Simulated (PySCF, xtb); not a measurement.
Sb(OH)2(OMe) (CH5O3Sb), SMILES C[O][Sb]([OH])[OH]. The values are those of a single conformer.

Harmonic wavenumbers (cm⁻¹) from GFN2-xTB run with xtb at its own minimum, in rising order: 87, 125, 157, 165, 215, 229, 263, 317, 409, 463, 495, 847, 871, 1051, 1133, 1136, 1406, 1475, 1484, 2923, 2936, 2975, 3582, 3656.

What does PBE-D3(BJ)/def2-SVP in PySCF give at its own minimum? (The exact figures need the calculation; the answer reports its results.)

62, 97, 131, 152, 187, 239, 295, 374, 518, 564, 596, 811, 883, 1056, 1126, 1132, 1397, 1405, 1434, 2910, 2981, 3024, 3644, 3700. Paired by order, the mean absolute difference is 39 cm⁻¹ and the zero-point energies are 40.6 and 41.1 kcal/mol.
